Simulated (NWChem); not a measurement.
System: CH5ClOSi; SMILES CO[SiH2]Cl

The following NWChem deck was run.

```
start job
memory heap 200 mb stack 900 mb global 1100 mb
geometry units angstroms noautoz
  Si     0.878598    -0.078286     0.044305
  Cl    -0.493747    -1.628109    -0.042052
  O      0.188385     1.329244    -0.462508
  C     -0.911537     1.965702     0.134834
  H      1.991848    -0.364940    -0.888662
  H      1.323014     0.016069     1.463371
  H     -0.709633     2.233208     1.187948
  H     -1.122854     2.891567    -0.419808
  H     -1.812678     1.329125     0.105089
end
basis spherical
  * library pcseg-2
end
dft
  xc xpbe96 cpbe96
  iterations 150
  semidirect filesize 400000000
  mulliken
end
task dft energy
```

Parts of the log:

```
             Northwest Computational Chemistry Package (NWChem) 7.3.0
             --------------------------------------------------------

 C1  symmetry detected

                             Geometry "geometry" -> ""
                             -------------------------

 Output coordinates in angstroms (scale by  1.889725989 to convert to a.u.)

  No.       Tag          Charge          X              Y              Z
 ---- ---------------- ---------- -------------- -------------- --------------
    1 Si                  14.0000     0.88361733    -0.07043195     0.10413198
    2 Cl                  17.0000    -0.47670221    -1.62520939    -0.05378413
    3 O                    8.0000     0.20359488     1.34176506    -0.40347338
    4 C                    6.0000    -0.91943558     1.96324436     0.16599191
    5 H                    1.0000     2.02954844    -0.33668396    -0.79468683
    6 H                    1.0000     1.27887227     0.00316599     1.53888410
    7 H                    1.0000    -0.75499153     2.21470638     1.22952319
    8 H                    1.0000    -1.11664836     2.89690624    -0.38071754
    9 H                    1.0000    -1.81563139     1.32292569     0.09531498

 Effective nuclear repulsion energy (a.u.)     221.4812682789

  pbe96 is a nonlocal functional; adding pw91lda local functional.

                                 NWChem DFT Module
                                 -----------------

 Summary of "ao basis" -> "ao basis" (spherical)
 ------------------------------------------------------------------------------
       Tag                 Description            Shells   Functions and Types
 ---------------- ------------------------------  ------  ---------------------
 Si                         pcseg-2                 12       34   5s4p2d1f
 Cl                         pcseg-2                 12       34   5s4p2d1f
 O                          pcseg-2                 10       30   4s3p2d1f
 C                          pcseg-2                 10       30   4s3p2d1f
 H                          pcseg-2                  6       14   3s2p1d

            General Information
            -------------------
          SCF calculation type: DFT
          Wavefunction type:  closed shell.
          No. of atoms     :     9
          No. of electrons :    50
           Alpha electrons :    25
            Beta electrons :    25
          Charge           :     0
          Spin multiplicity:     1
          Use of symmetry is: off; symmetry adaption is: off
          Maximum number of iterations: 150
          AO basis - number of functions:   198
                     number of shells:    74
          Convergence on energy requested:  1.00D-06
          Convergence on density requested:  1.00D-05
          Convergence on gradient requested:  5.00D-04

              XC Information
              --------------
          PerdewBurkeErnzerhof Exchange Functional  1.000
            Perdew 1991 LDA Correlation Functional  1.000 local
           PerdewBurkeErnz. Correlation Functional  1.000 non-local

             Grid Information
             ----------------
          Grid used for XC integration:  medium
          Radial quadrature: Mura-Knowles
          Angular quadrature: Lebedev.
          Tag              B.-S. Rad. Rad. Pts. Rad. Cut. Ang. Pts.
          ---              ---------- --------- --------- ---------
          Si                  1.10       88          12.0       590
          Cl                  1.00       88          13.0       590
          O                   0.60       49          10.0       434
          C                   0.70       49          12.0       434
          H                   0.35       45          13.0       434
          Grid pruning is: on
          Number of quadrature shells:   499
          Spatial weights used:  Erf1

      Superposition of Atomic Density Guess
      -------------------------------------

 Sum of atomic energies:        -863.26081195

      Non-variational initial energy
      ------------------------------

 Total energy =    -864.783834
 1-e energy   =   -1632.548274
 2-e energy   =     546.283172
 HOMO         =      -0.377802
 LUMO         =       0.043598

------------------------------------------------------------
EAF file 0: "./job.aoints.0" size=644874240 bytes
------------------------------------------------------------
               write      read    awrite     aread      wait
               -----      ----    ------     -----      ----
     calls:     1230         0         0         0         0
   data(b): 6.45e+08  0.00e+00  0.00e+00  0.00e+00
   time(s): 0.00e+00  0.00e+00  0.00e+00  0.00e+00  0.00e+00
rate(mb/s): 0.00e+00  0.00e+00
------------------------------------------------------------

     ---------------------------------------------
      Total Density - Mulliken Population Analysis
     ---------------------------------------------

    Atom       Charge   Shell Charges
 -----------   ------   -------------------------------------------------------
    1 Si  14    12.86   2.00  0.47  1.52  0.72  0.41  5.91  0.44  1.02  0.13  0.01  0.20  0.02
    2 Cl  17    17.43   2.01  0.38  1.60  1.04  0.91  5.92  1.04  3.15  1.36  0.00  0.01  0.00
    3 O    8     8.82   2.00  0.62  0.89  0.25  2.12  2.34  0.57  0.00  0.02  0.00
    4 C    6     5.79   2.00  0.56  0.41  0.15  1.18  1.16  0.26  0.01  0.05  0.00
    5 H    1     1.12   0.37  0.58  0.15  0.00  0.01  0.00
    6 H    1     1.13   0.37  0.58  0.16  0.00  0.01  0.00
    7 H    1     0.95   0.40  0.46  0.05  0.01  0.03  0.00
    8 H    1     0.95   0.40  0.46  0.04  0.01  0.03  0.00
    9 H    1     0.95   0.40  0.46  0.05  0.01  0.03  0.00

   convergence    iter        energy       DeltaE   RMS-Dens  Diis-err
 ---------------- ----- ----------------- --------- --------- ---------
 d= 0,ls=0.0,diis     1   -865.6377365336 -1.09D+03  5.91D-03  1.45D+00
 d= 0,ls=0.0,diis     2   -865.5134018566  1.24D-01  4.83D-03  2.06D+00
 d= 0,ls=0.0,diis     3   -865.6778391696 -1.64D-01  1.55D-03  4.83D-01
 d= 0,ls=0.0,diis     4   -865.7149113508 -3.71D-02  7.77D-04  3.36D-02
 d= 0,ls=0.0,diis     5   -865.7190941000 -4.18D-03  1.96D-04  2.50D-03
  Resetting Diis
 d= 0,ls=0.0,diis     6   -865.7194012758 -3.07D-04  4.04D-05  8.18D-05
 d= 0,ls=0.0,diis     7   -865.7194102299 -8.95D-06  2.32D-05  7.94D-06
 d= 0,ls=0.0,diis     8   -865.7194085704  1.66D-06  1.39D-05  2.33D-05
 d= 0,ls=0.0,diis     9   -865.7194111921 -2.62D-06  2.27D-06  7.11D-07
 d= 0,ls=0.0,diis    10   -865.7194112550 -6.29D-08  5.11D-07  3.38D-08

         Total DFT energy =     -865.719411254987
      One electron energy =    -1635.701172712575
           Coulomb energy =      613.128805789921
    Exchange-Corr. energy =      -64.628312611253
 Nuclear repulsion energy =      221.481268278921

 Numeric. integr. density =       49.999999729704

                       DFT Final Molecular Orbital Analysis
                       ------------------------------------

 Vector   23  Occ=2.000000D+00  E=-2.865289D-01
              MO Center= -2.1D-01, -4.5D-01, -1.4D-01, r^2= 4.0D+00
   Bfn.  Coefficient  Atom+Function         Bfn.  Coefficient  Atom+Function
  ----- ------------  ---------------      ----- ------------  ---------------
    48     -0.280258  2 Cl pz                46      0.258401  2 Cl px
    47     -0.228847  2 Cl py                75      0.183960  3 O  pz
    51     -0.171100  2 Cl pz                49      0.158711  2 Cl px
    78      0.156561  3 O  pz                50     -0.139218  2 Cl py
    42      0.136563  2 Cl pz                74     -0.133670  3 O  py

 Vector   24  Occ=2.000000D+00  E=-2.738534D-01
              MO Center=  3.8D-02,  6.8D-02, -2.6D-02, r^2= 4.3D+00
   Bfn.  Coefficient  Atom+Function         Bfn.  Coefficient  Atom+Function
  ----- ------------  ---------------      ----- ------------  ---------------
    48      0.337760  2 Cl pz                51      0.203669  2 Cl pz
    74     -0.201643  3 O  py                77     -0.173986  3 O  py
    42     -0.163483  2 Cl pz               144     -0.161843  6 H  s
    45      0.155846  2 Cl pz                75      0.142133  3 O  pz
   130      0.134325  5 H  s                 73     -0.130046  3 O  px

 Vector   25  Occ=2.000000D+00  E=-2.618225D-01
              MO Center= -1.6D-02,  1.1D+00, -1.8D-03, r^2= 2.6D+00
   Bfn.  Coefficient  Atom+Function         Bfn.  Coefficient  Atom+Function
  ----- ------------  ---------------      ----- ------------  ---------------
    75      0.291968  3 O  pz                78      0.250635  3 O  pz
    73      0.219787  3 O  px                76      0.189870  3 O  px
    81      0.175166  3 O  pz                74      0.172734  3 O  py
   158     -0.154322  7 H  s                 77      0.149093  3 O  py
    47      0.136194  2 Cl py               144     -0.136409  6 H  s

 Vector   26  Occ=0.000000D+00  E=-2.161644D-02
              MO Center=  9.6D-01,  5.5D-02,  2.4D-01, r^2= 5.2D+00
   Bfn.  Coefficient  Atom+Function         Bfn.  Coefficient  Atom+Function
  ----- ------------  ---------------      ----- ------------  ---------------
    16      0.946935  1 Si py               102     -0.772160  4 C  s
    72     -0.546311  3 O  s                131      0.516552  5 H  s
    13      0.493962  1 Si py                15     -0.493812  1 Si px
   159      0.334661  7 H  s                 49      0.283530  2 Cl px
    39      0.261150  2 Cl s                145      0.250481  6 H  s

[...]
```

Level: PBE/pcseg-2. Coordinates come from a PBE0/def2-SVP optimisation.
